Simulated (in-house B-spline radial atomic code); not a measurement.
# Ti⁴⁺: [Ne] 3s2 3p5 4d1 (an excited or competing configuration)

All numbers are computed (Dirac-Hartree-Fock, average of configuration; Fermi nucleus of rms radius 3.5921 fm) with a radial B-spline atomic code at the basis-set limit, not measured.

Screening seen three ways: the hydrogenic charge with the same mean radius, Z_r = [3n² - l(l+1)]/(2<r>), the one with the same energy, Z_e = n√(-2ε), and Slater's rules. Values are occupation-weighted means over j.

```csv
shell,electrons,ε (eV),<r> (bohr),Z_r,Z_e,Slater
1s,2,-5091.1,0.06953,21.57,19.34,21.70
2s,2,-660.46,0.3218,18.64,13.93,17.85
2p,6,-556.02,0.2885,17.33,12.79,17.85
3s,2,-140.48,0.9582,14.09,9.64,11.10
3p,5,-110.57,1.003,12.46,8.55,11.10
4d,1,-27.604,3.147,6.67,5.70,5.00
```

The least bound orbital is 4d5/2 at -27.6 eV, and it is also the most diffuse (<r> = 3.148 bohr).

Spin-orbit splittings of the orbital energies (j = l + 1/2 above j = l - 1/2 when positive): 2p 5.907 eV, 3p 0.8019 eV, 4d 0.01443 eV.

For the 1s electron the small component carries 0.621 % of the norm, the zero-frequency Breit interaction raises the level by 4.901 eV, self-energy by 2.319 eV, and vacuum polarisation lowers it by 0.1802 eV.
